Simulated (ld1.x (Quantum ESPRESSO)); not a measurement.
tantalum: PAW pseudisation with LDA (PZ), scalar-relativistic reference atom.

```
Element                 : tantalum (Ta)
Generator               : ld1.x (Quantum ESPRESSO) 7.5
Type                    : PAW
Functional              : LDA (PZ)
Relativity              : scalar-relativistic
Frozen core             : [Kr] 4d10
Valence charge          : 27
Reference configuration : 4f14 5s2 5p6 5d3 6s1.5 6p0 (charge +0.5)
Partial waves           : 5s (bound): rcut 1.40, rcutus 1.50 bohr; 6s (bound): rcut 1.40, rcutus 1.50 bohr; 5p (bound): rcut 1.90, rcutus 2.35 bohr; 6p (bound, empty): rcut 1.90, rcutus 2.35 bohr; 5d (bound): rcut 1.25, rcutus 1.70 bohr; 5d channel at 0.05 Ry: rcut 1.25, rcutus 1.70 bohr; 4f (bound): rcut 1.00, rcutus 1.20 bohr; 4f channel at -0.65 Ry: rcut 1.00, rcutus 1.20 bohr
Local potential         : all-electron potential smoothed inside 1.70 bohr (lloc = -1)
Core correction         : Bessel-smoothed model core, default radius (core density twice the valence density)
Augmentation charge     : BESSEL, radius 1.05 bohr
```

All-electron outer shells of the reference configuration (LDA (PZ), scalar-relativistic, ld1.x):

```json
{"shell": "4p", "level (eV)": "-403.70", "outermost node (bohr)": "0.24", "outermost maximum (bohr)": "0.45"}
{"shell": "4d", "level (eV)": "-225.49", "outermost node (bohr)": "0.22", "outermost maximum (bohr)": "0.46"}
{"shell": "5s", "level (eV)": "-76.68", "outermost node (bohr)": "0.54", "outermost maximum (bohr)": "0.98"}
{"shell": "5p", "level (eV)": "-43.05", "outermost node (bohr)": "0.58", "outermost maximum (bohr)": "1.13"}
{"shell": "4f", "level (eV)": "-28.42", "outermost node (bohr)": "–", "outermost maximum (bohr)": "0.44"}
{"shell": "6s", "level (eV)": "-8.67", "outermost node (bohr)": "1.32", "outermost maximum (bohr)": "2.71"}
{"shell": "5d", "level (eV)": "-7.14", "outermost node (bohr)": "0.65", "outermost maximum (bohr)": "1.58"}
{"shell": "6p", "level (eV)": "-4.03", "outermost node (bohr)": "1.59", "outermost maximum (bohr)": "3.61"}
```

(1) Is the overlap operator S = 1 + Σ q|β⟩⟨β| positive definite (Bessel basis up to 400 Ry)?

Results:

(1) No: its lowest eigenvalue is -0.385, in the p channel, so the generalised eigenproblem breaks down once the basis is large enough.

Its largest configuration-test error is -6.0 meV (4f14 5s2 5p6 5d3 6s0 6p0). Test run stopped at test 5 of 9 (negative rho).

The ghost test of this file was not conclusive. Its overlap operator is not positive definite in a basis up to 400 Ry (lowest eigenvalue p -0.38), so the file is unfit for use: the generalised eigenproblem breaks down once the basis is large enough, and its test numbers describe a broken file.
